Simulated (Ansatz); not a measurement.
System: CF₂, charge 1, doublet. CF2+ (parent SMILES [C](F)F, doublet).
B3LYP-D3(BJ)/def2-TZVP minimum from Ansatz (an electronic-structure program):
```xyz
3

F     -1.0698    -0.2022     0.0322
C     -0.0240     0.4240    -0.0026
F      1.0859    -0.0804    -0.0305
```
Charge +1, spin multiplicity 2.

Total energies in cc-pVTZ, 17 correlated electrons, 3 frozen orbitals. UHF or UKS for unpaired electrons; spin-orbit terms are left out. Correlated methods leave the cores frozen. No relativity.

```tsv
method	program	energy (Eh)	minus CCSDT(Q) (mEh)
HF	Ansatz	-236.38053	628.65
MP2	Ansatz	-236.98291	26.27
CCSD	Ansatz	-236.98528	23.91
CCSD(T)	Ansatz	-237.00765	1.54
CCSDT(Q)	Ansatz	-237.00919	0.00
```

Rough core times of Ansatz's runs on a shared machine: CCSD(T) under 20 s, CCSDT(Q) 40 min.
